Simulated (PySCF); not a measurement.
(1E)-1-bromobuta-1,3-diene (C4H5Br), SMILES C=C/C=C/Br.

Coordinates come from a B3LYP-D3(BJ)/def2-SVP optimisation. Other conformers were not sampled.

Level of theory: PBE/def2-TZVP (PySCF).

Symmetry labels are those of the subgroup Cs that the program uses (full group Cs).

Computed valence orbital energies around the gap with their symmetry:
```csv
orbital,symmetry,energy (eV)
HOMO−7,A',-11.38
HOMO−6,A',-9.98
HOMO−5,A',-9.66
HOMO−4,A",-8.83
HOMO−3,A',-8.69
HOMO−2,A",-7.54
HOMO−1,A',-7.04
HOMO,A",-5.74
LUMO,A",-2.14
LUMO+1,A',-0.83
LUMO+2,A",0.15
LUMO+3,A',0.82
```
